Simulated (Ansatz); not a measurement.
Species: sum formula Si₂N₂H₇, net charge 0, doublet state. It need not be the lowest isomer of its formula. 
Coordinates optimised at B3LYP-D3(BJ)/def2-TZVP (Ansatz, a program for electronic structure):
```xyz
11

N     -1.1924     2.0974     0.8342
Si    -0.6525     0.4742     0.8448
N      0.2409    -0.0766    -0.5209
Si     1.1255    -1.4565    -1.0369
H     -1.8706     2.4178     0.1605
H     -0.5727     2.8434     1.1083
H      0.1876     0.3294     2.0588
H     -1.8419    -0.4151     0.8728
H      2.3891    -0.9958    -1.6624
H      1.4599    -2.4445     0.0219
H      0.2871    -2.1278    -2.0634
```
Charge 0, spin multiplicity 2.

Property: atomisation energy (electronic, to ground-state atoms), in eV. Correlated levels leave the core frozen unless marked. UHF or UKS for open shells. No spin-orbit coupling. Non-relativistic. The coupled-cluster limit lacks core correlation, which all-electron functionals hold. CBS(X,Y): correlation extrapolated as X^-3; Hartree-Fock from the larger set. The bracket is a focal-point correction in the basis named.

```tsv
level	program	atomisation energy (eV)
BLYP-D3(BJ)/def2-TZVPD	Ansatz + dftd3	35.87
BLYP/def2-TZVPD	Ansatz	35.38
B97M-V/def2-TZVPD	Ansatz	35.84
PBE0/STO-3G	Ansatz	41.83
PBE0-D3(BJ)/def2-TZVP	Ansatz + dftd3	35.31
PBE0-D3(BJ)/def2-TZVPD	Ansatz + dftd3	35.35
PBE0-D4/def2-TZVPD	Ansatz + dftd4	35.33
PBE0/def2-TZVP	Ansatz	35.11
B2PLYP-D3(BJ)/def2-TZVPD	Ansatz + dftd3	35.37
B2PLYP-D4/def2-TZVPD	Ansatz + dftd4	35.33
CCSD/CBS(cc-pV(T+d)Z,cc-pV(Q+d)Z)	Ansatz	35.26
CCSD(T)/STO-3G	Ansatz	35.25
CCSD(T) with core electrons (1s frozen past Ne)/cc-pwCVTZ	Ansatz	34.60
RI-MP2/CBS(aug-cc-pV(T+d)Z,aug-cc-pV(Q+d)Z)+[CCSD(T)-MP2]/aug-cc-pV(T+d)Z	Ansatz	35.76
CCSD(T)/CBS(cc-pV(T+d)Z,cc-pV(Q+d)Z)	Ansatz	35.73
```
